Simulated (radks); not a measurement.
These are the eigenvalues of the occupied orbitals of an atom or ion with whole-number occupations (hartree). Calculated with a radial shooting solver on a logarithmic mesh with Libxc functionals: Dirac Kohn-Sham, PBEsol, spin-unpolarised, spherical densities, point nucleus.

1s1/2: -596.9501
2s1/2: -133.2904
2p1/2: -129.1864

Which element is it, and in what charge state? The configuration may be excited. Open shells, if any, fill j = l - 1/2 first.

Answer. Z = 36, krypton, charge +30: Kr30+ in [He] 2s2 2p2. The list shows which subshells hold electrons but not how many an open one holds; the 1s level, -596.95 hartree, gives Z - s = 34.6 by -(Z - s)^2/2, which with screening and relativity narrows Z to a few neighbours, and the depths of the outer levels then fix element, charge and occupations together.
